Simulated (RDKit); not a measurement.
RDKit input (UFF):

```python
from rdkit import Chem
from rdkit.Chem import AllChem, rdDetermineBonds

mol = Chem.MolFromXYZFile('mol.xyz')
rdDetermineBonds.DetermineBonds(mol, charge=-1)
print('SMILES', Chem.MolToSmiles(Chem.RemoveHs(mol)))
ff = AllChem.UFFGetMoleculeForceField(mol)
e0 = ff.CalcEnergy()
flag = ff.Minimize(maxIts=5000, forceTol=1e-5)
print(f'energy {e0:.4f} -> {ff.CalcEnergy():.4f} kcal/mol, converged: {flag == 0}')
print(Chem.MolToXYZBlock(mol))
```
mol.xyz:
```
6

C      1.18568500    -0.00032900    -0.46617800
C      0.18032100    -0.08185900     0.39341800
O     -1.18095600     0.08485800    -0.01543700
H      2.14850600    -0.15859600     0.05200700
H      0.15785100    -0.27079200     1.47459100
H     -1.05474300     0.24365800    -0.96653900
```

Output:

```
SMILES [H]/[C-]=C/O
energy 22.8316 -> 0.7867 kcal/mol, converged: True
6

C      1.228071   -0.028276   -0.324144
C      0.138973   -0.085784    0.431887
O     -1.122993    0.100204   -0.125347
H      2.207915   -0.173258    0.111772
H      0.228434   -0.279026    1.492950
H     -1.243736    0.283080   -1.115255
```

The dipole moment of an ion depends on the origin.

The geometry given is a B3LYP-D3(BJ)/def2-TZVP minimum.
